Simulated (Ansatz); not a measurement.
Stepwise reaction of `[F][SnH2][F]` with hydrogen sulfide, as a gas-phase model of exchange steps in deposition or etching. ΔE in kJ/mol; ΔG adds harmonic PBE0-D4 terms to CCSD(T)/CBS, at 1 bar.

Isolated molecules relaxed with PBE0-D4/def2-TZVP in Ansatz; ΔE leaves out vibrations. CCSD(T)/CBS adds triple-zeta CCSD(T) − MP2 to the extrapolated MP2 energy (def2 sets, frozen cores). This one scheme is used for every species. DFT in def2-TZVPP. B3LYP here is the variant with VWN-RPA as its local correlation; programs differ in this. def2 core potentials past Kr. For Sn outer-core shells are correlated without core-valence functions, which leaves a few kJ/mol of doubt a bond. Each species was taken in one conformer, which may not be the lowest.

| step | reaction | PBE-D4 | B3LYP-D4 | ωB97M-V | CCSD(T)/CBS | ΔG(400 K) |
| --- | --- | --- | --- | --- | --- | --- |
| 1 | `[F][SnH2][F]` + H₂S → `[F][SnH2][SH]` + H–F | -7.9 | -1.8 | -2.5 | -9.1 | -3.1 |

(1) Give the row of step 2, `[F][SnH2][SH]` + H₂S → `[SH][SnH2][SH]` + H–F. (An estimate is asked.)

(2) By hand: ΔE of the 2 steps together at CCSD(T)/CBS.

## Answers

(1) The calculation gave: 
| step | reaction | PBE-D4 | B3LYP-D4 | ωB97M-V | CCSD(T)/CBS | ΔG(400 K) |
| --- | --- | --- | --- | --- | --- | --- |
| 2 | `[F][SnH2][SH]` + H₂S → `[SH][SnH2][SH]` + H–F | -3.8 | 1.9 | 1.7 | -6.6 | -5.6 |

(2) (-9.1) + (-6.6) = -15.7 kJ/mol, or -7.8 kJ/mol a step.

In ΔE the steps differ by no more than 2.5 kJ/mol. All are downhill at CCSD(T)/CBS. ΔG lies between -5.6 and -3.1 kJ/mol a step. PBE-D4 differs from CCSD(T)/CBS by 1.2 to 2.8 kJ/mol a step. Isolated molecules leave out the surface, adducts and barriers. Largest T1 diagnostic: 0.014.
